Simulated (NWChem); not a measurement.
Species: BNH4O; SMILES NBO

```xyz
7

B     -0.4917    -0.0570     0.0000
H     -1.7017    -0.0700     0.0000
O      0.1346    -1.2702     0.0000
H      1.0950    -1.2137     0.0000
N      0.1805     1.1786     0.0000
H     -0.3244     2.0532     0.0000
H      1.1858     1.2936     0.0000
```
Atoms are numbered in this order, from 1.

All runs: NWChem. Pople sets run with spherical d functions. Geometry: optimised at PBE0/def2-SVP. Atomic charges in e: unrestrained fits to the electrostatic potential beside Mulliken populations; buried atoms are poorly determined by the fit.

For level Hartree-Fock/6-31G*:

ESP B1: 0.82
Mulliken B1: 0.60
ESP O3: -0.79
Mulliken O3: -0.74
ESP N5: -1.10
Mulliken N5: -0.96

Estimate the same quantities for level B3LYP/def2-SVP.


- ESP B1: 0.55
- Mulliken B1: -0.05
- ESP O3: -0.64
- Mulliken O3: -0.14
- ESP N5: -0.83
- Mulliken N5: -0.11
